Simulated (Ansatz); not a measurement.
`[CH3][In]([F])[Br]` + HCl → `[CH3][In]([F])[Cl]` + HBr at 700 K and 1 bar (ligand exchange at the In–Br bond).

Gas-phase electronic energies from Ansatz, PBE0-D4/def2-TZVP geometries. CBS: MP2 limit from def2 TZ/QZ plus the TZ coupled-cluster correction, frozen cores. This one scheme is used for every species. def2 core potentials past Kr. For Br, In outer-core shells are correlated without core-valence functions, which leaves a few kJ/mol of doubt a bond. Scalar relativity is left out up to krypton.

```tsv
species	CCSD(T)/CBS energy (Eh)	H − E (kJ/mol)	S (J/(mol·K))
`[CH3][In]([F])[Br]`	-2902.87565	163.6	467.3
HCl	-460.38127	38.4	211.8
`[CH3][In]([F])[Cl]`	-789.33016	163.8	455.0
HBr	-2573.91920	36.5	223.7
```

H − E and S are ideal-gas, rigid-rotor, harmonic terms from PBE0-D4/def2-TZVP, for one conformer and one mirror image of each species. 1 Eh = 2625.50 kJ/mol, R = 8.31446 J/(mol·K).

Q: By hand: ΔE, ΔH, ΔS and ΔG.

A: ΔE = (-789.33016) + (-2573.91920) − (-2902.87565) − (-460.38127) = 0.00756 Eh = 19.8 kJ/mol. Δ(H − E) = 163.8 + 36.5 − 163.6 − 38.4 = -1.7, so ΔH = 18.1 kJ/mol. ΔS = 455.0 + 223.7 − 467.3 − 211.8 = -0.4 J/(mol·K). ΔG = 18.1 − 700 × (-0.4)/1000 = 18.4 kJ/mol.

Q: By hand: the equilibrium constant, and the temperature at which ΔG would vanish if ΔH and ΔS stayed fixed.

A: log₁₀ K = −ΔG/(RT ln 10) = -1.4. ΔH and −TΔS have one sign here, so there is no such temperature. One of them is within its doubt of zero, so this could turn.

The number of gas molecules stays the same, so ΔS is small and ΔH decides. A doubt of 5 kJ/mol in ΔE shifts log₁₀ K by 0.4 here. Other conformers and mirror images would add mixing entropy, several J/(mol·K) or more a flexible species. Modes under 60 cm⁻¹, often nearly free rotors, make the harmonic entropy too high. These are equilibria of isolated gas molecules and say nothing of rates. Largest T1 diagnostic: 0.014 (customary marks: 0.02 for closed shells, 0.045 for open ones).
